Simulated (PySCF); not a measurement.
# Broadened absorption spectrum of 4a,8a-azaboranaphthalene

Species: 4a,8a-azaboranaphthalene, C8H8BN.
SMILES with atom numbers: `[CH:1]1=[CH:2][B:3]2[CH:4]=[CH:5][CH:6]=[CH:7][N:8]2[CH:9]=[CH:10]1` (hydrogens: H11 on C1; H12 on C2; H13 on C4; H14 on C5; H15 on C6; H16 on C7; H17 on C9; H18 on C10)

Level of theory: PySCF 2.14.0, density-fitted response routines, TDDFT PBE0/def2-SVPD, vertical, gas phase, core orbitals frozen in the response. Geometry: PBE0-D3(BJ)/def2-SVP; no solvent, vibrations or thermal averaging.

Computed states:

```
state  E (eV)       f
   S1    4.45  0.0077
   S2    4.54  0.0079
   S3    5.14   0.375
   S4    5.49   0.330
   S5    6.16  0.0000
   S6    6.22  0.0001
   S7    6.31   0.121
   S8    6.32  0.0017
   S9    6.39  0.0084
  S10    6.46  0.0000
```

Broadening: Gaussians 0.4 eV wide at half height, area fixed by f = 4.319×10⁻⁹ ∫ε dν̃. The width is an assumption, not a result. The curve ends short of the highest state used, and states not computed would add to its high-energy end.

(1) What does the envelope look like, and where are its maxima?

(2) On this curve, what absorbance would a 10⁻⁴ mol/L sample give at 308 nm over a 1 cm path?

(3) Coming from long wavelengths, where does ε first pass 100 L mol⁻¹ cm⁻¹?

Answers

(1) 
(E (eV), ε (L mol⁻¹ cm⁻¹)): (3.85, 1), (3.90, 3), (3.95, 8), (3.99, 16), (4.04, 34), (4.09, 69), (4.13, 115), (4.18, 201), (4.23, 323), (4.27, 446), (4.32, 618), (4.37, 791), (4.41, 909), (4.46, 1009), (4.51, 1043), (4.55, 1032), (4.60, 1010), (4.65, 1070), (4.69, 1277), (4.74, 1908), (4.79, 3178), (4.83, 4816), (4.88, 7764), (4.93, 11673), (4.97, 15288), (5.02, 19935), (5.06, 23308), (5.11, 26547), (5.16, 28374), (5.20, 28864), (5.25, 28646), (5.30, 28065), (5.34, 27639), (5.39, 27218), (5.44, 26631), (5.48, 25708), (5.53, 23650), (5.58, 20510), (5.62, 17404), (5.67, 13233), (5.72, 9292), (5.76, 6616), (5.81, 4071), (5.86, 2443)

Maxima: 275 nm (4.51 eV), ε about 1000, made up of S1 (47%) and S2 (50%) (hardly more than a shoulder); 238 nm (5.21 eV), ε about 29000, made up of S3 (81%) and S4 (19%) (ε in L mol⁻¹ cm⁻¹; maxima over ε = 5, shares over 10%).

(2) 308 nm is 4.025 eV, where ε is about 27 L mol⁻¹ cm⁻¹, so A = ε c l ≈ 0.0027 (Beer–Lambert, with the gas-phase spectrum and the assumed width).

(3) At about 301 nm (4.12 eV), 0.33 eV below S1.

All these states lie below the vertical ionisation energy of 8.15 eV (ΔSCF).

On one thread, x86-64 server, no GPU (shared host), this took 2.5 min.
